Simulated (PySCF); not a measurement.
A side-by-side comparison of computed properties.

First species: C4H11As.
InChI=1S/C4H11As/c1-4(2)5-3/h4-5H,1-3H3

Second species: C3H12N2Si.
Cartesian coordinates in Å at the PBE0-D3(BJ)/def2-SVP level; atoms count from 1:
```
atom  x, y, z in Å
C1     2.7296    0.5364   -0.0888
C2     1.5267   -0.2396    0.4210
C3     0.3906   -0.3147   -0.5946
N4    -0.7769   -1.0361   -0.1411
Si5   -2.1531   -0.3039    0.5993
N6    -2.7768    0.8950   -0.4738
H7     3.1441    0.0804   -1.0031
H8     2.4585    1.5757   -0.3357
H9     3.5370    0.5736    0.6579
H10    1.1398    0.2187    1.3476
H11    1.8285   -1.2666    0.6953
H12    0.0699    0.7073   -0.8624
H13    0.7736   -0.7589   -1.5338
H14   -0.6216   -2.0247    0.0231
H15   -1.9180    0.4650    1.8679
H16   -3.0337   -1.4728    0.9318
H17   -3.1012    0.6532   -1.4029
H18   -3.2529    1.7108   -0.1085
```

Levels: CAM-B3LYP/def2-SVPD for dipole moment, HOMO energy, LUMO energy, HOMO–LUMO gap, static isotropic polarisability and electronic spatial extent ⟨r²⟩ about the centre of nuclear charge; TDDFT CAM-B3LYP/def2-SVPD for lowest singlet excitation; PBE0-D3(BJ)/def2-SVP for rotational constant A and rotational constant C. Geometries: PBE0-D3(BJ)/def2-SVP. Each species is one conformer at its optimised geometry, gas phase, non-relativistic unless stated; the electronic structure was computed with PySCF and density fitting.

Dipoles, sizes and rotational constants follow the conformer. The torsions of the flexible species, by atom-mapped SMILES:
- `[CH3:1][AsH:2][CH:3]([CH3:4])[CH3:5]`: C1–As2–C3–C4 74°
- `[CH3:1][CH2:2][CH2:3][NH:4][SiH2:5][NH2:6]`: C1–C2–C3–N4 -179°, C2–C3–N4–Si5 94°, C3–N4–Si5–N6 57°, H–N6–Si5–N4 60°, H–N6–Si5–N4 -150°

Task: Which has the higher HOMO energy?

Result: The first: -7.98 eV against -8.05 eV, a difference of 0.07 eV.

Task: Which of the two has the higher dipole moment, and by how much?

Result: The first: 1.14 D against 0.61 D, a difference of 0.53 D.

Task: Which of the two has the higher LUMO energy, and by how much?

Result: The second: 1.23 eV against 1.14 eV, a difference of 0.09 eV.

Task: Which has the higher rotational constant C?

Result: The first: 1.716 GHz against 1.100 GHz, a difference of 0.616 GHz.

Task: Which of the two has the higher rotational constant A, and by how much?

Result: The second: 6.221 GHz against 4.762 GHz, a difference of 1.459 GHz.

Task: Which has the higher HOMO–LUMO gap?

Result: The second: 9.28 eV against 9.12 eV, a difference of 0.16 eV.

Task: Which of the two has the higher S1 energy, and by how much?

Result: The second: 6.22 eV against 6.15 eV, a difference of 0.07 eV.

Task: Which has the higher ⟨r²⟩?

Result: The second: 1152 bohr² against 795 bohr², a difference of 357 bohr².

On the first: S1 lies 2.97 eV below the HOMO–LUMO gap; its leading configuration is HOMO→LUMO, weight 0.86. In wavenumbers S1 is 49600 cm⁻¹ (1 eV = 8065.54 cm⁻¹). The calculation is non-relativistic and has no spin–orbit coupling, an omission that weighs most on arsenic.

On the second: In wavenumbers S1 is 50200 cm⁻¹ (1 eV = 8065.54 cm⁻¹). S1 lies 3.06 eV below the HOMO–LUMO gap; its leading configuration is HOMO→LUMO, weight 0.54.
